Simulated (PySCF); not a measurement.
Cartesian coordinates in Å; atom numbers follow the order of the lines, from 1:
```xyz
24

C    -1.7441    1.9788    0.7079
Al   -1.3287    0.4131   -0.4305
C    -1.5576   -1.4618    0.2453
C    -0.1454   -2.0236    0.4713
C     0.8651   -1.3310   -0.4363
N     0.7532    0.1425   -0.3298
C     1.2609    0.6200    0.9590
C     1.4604    0.8087   -1.4240
H    -1.5574    1.8032    1.7814
H    -1.1881    2.8877    0.4176
H    -2.8141    2.2366    0.6165
H    -1.5235    0.6113   -2.0216
H    -2.1635   -1.5508    1.1614
H    -2.0788   -2.0584   -0.5233
H     0.1622   -1.8954    1.5233
H    -0.0716   -3.1092    0.2821
H     0.6465   -1.5868   -1.4861
H     1.9080   -1.6391   -0.2296
H     1.1484    1.7102    1.0181
H     0.6889    0.1762    1.7833
H     2.3273    0.3569    1.0804
H     1.0545    0.4681   -2.3853
H     1.3091    1.8951   -1.3539
H     2.5440    0.5958   -1.3846
```

Geometry: PBE0-D3(BJ)/def2-SVP; GIAO shifts from PySCF 2.14.0 with density-fitted response routines, gas phase, non-relativistic, averaged over equivalent atoms.

At PBE0/pcSseg-1 (223 basis functions, 34 s wall time on 1 thread of an Arm Neoverse V2, shared host):
| atoms | δ (ppm) |
| --- | --- |
| C5 | 64.8 |
| C8 | 48.7 |
| C7 | 42.8 |
| C4 | 25.8 |
| C3 | 2.6 |
| C1 | -11.9 |
| Al2 | 109.7 |
| N6 | 50.2 |
| H12 | 4.09 |
| H17 | 2.45 |
| H22/H23/H24 | 2.40 |
| H19/H20/H21 | 2.10 |
| H18 | 2.01 |
| H16 | 1.89 |
| H15 | 1.56 |
| H14 | 0.19 |
| H13 | 0.03 |
| H9/H10/H11 | -0.74 |

Shifts are taken against calculated references (same method and geometry level): TMS for 13C (184.41 ppm), 1H (31.27 ppm); 27Al (489.28 ppm) vs AlH4-; 15N (265.67 ppm) vs NH3.

**Question.** Predict the values at B97-2/pcSseg-1 on the same geometry.

**Answer.** 
```
      atoms  δ at B97-2/pcSseg-1  change
         C5                 63.9    -0.9
         C8                 48.2    -0.5
         C7                 42.4    -0.4
         C4                 26.1    +0.3
         C3                  2.7    +0.1
         C1                -11.8    +0.1
        Al2                104.5    -5.2
         N6                 48.9    -1.3
        H12                 3.92   -0.17
        H17                 2.45   +0.00
H22/H23/H24                 2.40   +0.00
H19/H20/H21                 2.11   +0.01
        H18                 2.03   +0.02
        H16                 1.89   +0.00
        H15                 1.56   +0.00
        H14                 0.15   -0.04
        H13                 0.01   -0.02
 H9/H10/H11                -0.76   -0.02
```

Chemical shifts δ = σref − σ; 13C (183.69 ppm), 1H (31.38 ppm) vs TMS; 27Al (495.78 ppm) against AlH4-; 15N (262.91 ppm) vs NH3, all at this level.

The largest change is at Al2 (aluminium bonded to 2 C, N, H, in a 5-membered ring). Cost: 223 basis functions, 35 s wall time on 1 thread of an Arm Neoverse V2, shared host. The order of the carbon signals is the same at both levels.

Experimental scales use liquid or dissolved standards, which lie at an offset from isolated NH3 (liquid NH3: subtract about 20 ppm).
